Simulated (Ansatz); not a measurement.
Two isomers of C8H16: A = `C[C@H]1CC[C@@H](C)CC1`, B = `C=C(C)C(CC)CC`.

Calculated with Ansatz (gas phase, PBE0-D4/def2-TZVP geometries, no zero-point term in ΔE). CCSD(T)/CBS adds triple-zeta CCSD(T) − MP2 to the extrapolated MP2 energy (def2 sets, frozen cores). Functionals use def2-TZVPP. B3LYP here is the variant with VWN-RPA as its local correlation; programs differ in this. One conformer a species, not always the lowest.

**Question.** Which is lower in electronic energy at CCSD(T)/CBS, and by how much? (Best estimate.)

**Answer.** Ansatz gave: A, by 18.9 kcal/mol.

**Question.** Give E(B) − E(A) in kcal/mol with CCSD/def2-TZVPP, LDA (SPW92), CCSD(T)/def2-TZVPP, B3LYP, B2PLYP, PBE-D4, MP2/def2-TZVPP. (An estimate is asked.)

**Answer.** Ansatz gave: CCSD/def2-TZVPP 19.5, LDA (SPW92) 24.9, CCSD(T)/def2-TZVPP 18.9, B3LYP 14.8, B2PLYP 16.8, PBE-D4 18.4, MP2/def2-TZVPP 20.4. None reverses the order clearly.

Largest T1 diagnostic: 0.009.

In def2-TZVPP, CCSD(T) changes the Hartree–Fock value by +2.5 kcal/mol (the triples alone add −0.6 kcal/mol) and MP2 by +4.0 kcal/mol. From PBE to PBE0 (25 % exact exchange), in def2-TZVPP and without D4, E(B) − E(A) moves by +3.2 kcal/mol.
